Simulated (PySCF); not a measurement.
These 2 structures share the formula C3H8AlN. Computed with PBE0-D3(BJ)/def2-SVP geometry optimisation, gas phase in PySCF 2.14.0. Energies are electronic, without zero-point or thermal terms, for one conformer each. No frequencies were run at this level. Point groups hold within 0.08 Å.

**Question.** Order them by energy at this level, lowest first, and give relative energies in kJ/mol.
A. `[CH2:1]=[CH:2][AlH:3][NH:4][CH3:5]` with C1–C2–Al3–N4 180°, C2–Al3–N4–C5 0°
B. `CCC#[N+][AlH3-]`

**Answer.** A (0.0), B (45.5).

As drawn, the lower has an N–H bond, which the higher lacks.

```
          SMILES      E (Eh)  E rel (kJ/mol)  dipole (D)  point group      A, B, C (MHz)
C=[CH][AlH][NH]C  -415.78582             0.0        1.03           Cs   9700, 1894, 1601
 CCC#[N+][AlH3-]  -415.76851            45.5        8.67            –  16472, 1270, 1219
```

**Question.** How do the relative energies change in single points at B3LYP/pcSseg-2 (no added dispersion term) on the same geometries?

**Answer.** 
```json
{"SMILES": "C=[CH][AlH][NH]C", "PBE0-D3(BJ)/def2-SVP (kJ/mol)": "0.0", "B3LYP/pcSseg-2 (kJ/mol)": "0.0", "shift": "0.0"}
{"SMILES": "CCC#[N+][AlH3-]", "PBE0-D3(BJ)/def2-SVP (kJ/mol)": "45.5", "B3LYP/pcSseg-2 (kJ/mol)": "47.7", "shift": "+2.2"}
```

Each column counts from its own lowest isomer. The order is unchanged; the largest shift is 2.2 kJ/mol.
